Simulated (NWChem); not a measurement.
SiBr2, singlet; SMILES Br[Si]Br

```xyz
3

Si     0.0000     0.0000     1.1806
Br     1.7557     0.0000    -0.2361
Br    -1.7557     0.0000    -0.2361
```
Atoms are numbered in this order, from 1.

Program: NWChem. Low-valent species are run as closed-shell singlets; no triplet was tried in these runs. The geometry was optimised at PBE0/def2-SVP. Ions are spin-unrestricted doublets at the neutral geometry; other ion states weren't tried.

For level PBE/def2-SVP:

```yaml
vertical ionisation energy, ΔSCF (eV): 9.38
"−ε(HOMO) (eV)": 6.40
```

### Question
What are these values for level CAM-B3LYP/def2-SVP?

### Answer
The vertical ionisation energy, ΔSCF (eV) comes out as 9.69 and the −ε(HOMO) (eV) is 8.66.
